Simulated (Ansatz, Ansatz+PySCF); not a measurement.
```json
{"atom": "H", "x (Å)": "0.0000", "y (Å)": "0.0000", "z (Å)": "0.0000"}
{"atom": "H", "x (Å)": "10.0000", "y (Å)": "0.0000", "z (Å)": "0.0000"}
```

Basis set: cc-pVDZ (spherical functions). All electrons are correlated. Charge 0, multiplicity 1.

Computed with Ansatz (development build ahead of 0.2.0); each method stands on the lowest determinant of its kind that the runs found. Restricted functionals stand beside restricted open-shell atoms, which can lie above the unrestricted atoms usual in DFT and then raise those values.

**Question.** Give the atomization energy at this shape (free ground-state atoms in the same class of orbitals less the molecule, no zero-point energy) of singlet H2 in separate pieces by ωB97X (unrestricted), PBE0 (unrestricted), UHF, UHF-MP2, r²SCAN (unrestricted), PBE (unrestricted), PBE (restricted), r²SCAN (restricted), PBE0 (restricted), ωB97X (restricted), RHF.

**Answer.**

| method | atomization energy |
| --- | --- |
| ωB97X (unrestricted) | 0.00 eV |
| PBE0 (unrestricted) | 0.00 eV |
| UHF | 0.00 eV |
| UHF-MP2 | 0.00 eV |
| r²SCAN (unrestricted) | 0.00 eV |
| PBE (unrestricted) | 0.00 eV |
| PBE (restricted) | -2.26 eV |
| r²SCAN (restricted) | -2.60 eV |
| PBE0 (restricted) | -3.42 eV |
| ωB97X (restricted) | -5.31 eV |
| RHF | -7.20 eV |

Caution for ωB97X (unrestricted), PBE0 (unrestricted), UHF, UHF-MP2: the determinant breaks the point group; the unrestricted determinant is a mixture of spin states. Caution for UHF-MP2: another reference gives a lower total; bonds are stretched, where a single reference can fail. Caution for r²SCAN (unrestricted), PBE (unrestricted): the unrestricted determinant is spin contaminated. Caution for PBE (restricted), r²SCAN (restricted), PBE0 (restricted), ωB97X (restricted), RHF: an unrestricted determinant lies well below; the molecule lies well above its atoms at this level.
